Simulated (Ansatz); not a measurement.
Mg2Cl2⁺. Total charge 1; doublet. Geometry relaxed at PBE0-D4/def2-TZVP.

```xyz
4

Mg   -0.455   -1.546    0.121
Mg    0.455    1.546   -0.121
Cl   -1.517    0.396   -0.645
Cl    1.517   -0.396    0.645
```

The structure comes from a short search, and lower isomers may exist.

Estimate the harmonic wavenumbers at UKS PBE0-D4/def2-TZVP (Ansatz, unscaled). Is this a minimum?

109, 134, 195, 297, 366, 379 cm⁻¹. Yes, no mode is imaginary beyond noise. Zero-point energy 8.8 kJ/mol. It took 50 s on 4 threads of Arm Neoverse V1 on a shared host.
